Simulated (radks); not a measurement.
Values are calculated unless marked as measured or tabulated.
Problem. The ruthenium ion Ru+, 43 electrons, occupied as [Kr] 4d6 5p1 (not the ground configuration). Code: a radial shooting solver on a logarithmic mesh with Libxc functionals. Model: scalar-relativistic Kohn-Sham, PBEsol, spin-unpolarised, spherical densities, finite nucleus; Fermi nuclear charge, rms radius 4.4809 fm. Some entries of the table are withheld. Estimate them.

orbital  occ.  eigenvalue (eV)  r(max) (bohr)
1s          2              (1)        0.02173
2s          2        -3165.158         0.1230
2p          6        -2836.713        0.09825
3s          2        -567.6013         0.3618
3p          6        -459.6770         0.3550
3d         10        -285.8662         0.3009
4s          2         -88.8398         0.9131
4p          6         -58.7701            (2)
4d          6         -16.6671            (3)
5p          1          -7.6922          3.113

Solution. 
(1) 1s eigenvalue (eV): -21936.31
(2) 4p r(max) (bohr): 0.9806
(3) 4d r(max) (bohr): 1.195
